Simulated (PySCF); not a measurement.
## C₆ coefficients of unlike pairs at PBE

Calculated with PySCF 2.14 from the dipole response of each species, C₆(A,B) = (3/π) ∫ α_A(iu) α_B(iu) du, in atomic units, from isotropic polarisabilities. For ions this is the dispersion term alone; charge-induced terms of lower order in 1/R come first.

```csv
species,configuration,basis,relativity,α (bohr³),C₆ (like pair)
Mn⁺,[Ar] 3d5 4s1 (7S),aug-cc-pVTZ-DK (8s7p5d3f2g),spin-free X2C,27.45,143.3
Mg,[Ne] 3s2 (1S),aug-cc-pVQZ-DK (7s6p4d3f2g),spin-free X2C,73.54,652.3
Ne,[Ne] (1S),aug-cc-pVDZ (4s3p2d),none,2.139,4.796
Mn³⁺,[Ar] 3d4 (5D),aug-cc-pVDZ-DK (7s6p4d2f),spin-free X2C,1.964,4.579
```

Estimate C₆ for Ne with Mn⁺.

The integral gives 20.83. The combination rule 2 C_A C_B / (C_A α_B/α_A + C_B α_A/α_B) gives 18.90 and the geometric mean 26.21.

No spin-orbit coupling is included.

The other pairs:

| pair | C₆ |
| --- | --- |
| Ne, Mg | 34.23 |
| Mn³⁺, Mn⁺ | 19.76 |
| Mg, Mn⁺ | 293.8 |
| Mn³⁺, Mg | 31.99 |
| Mn³⁺, Ne | 4.680 |
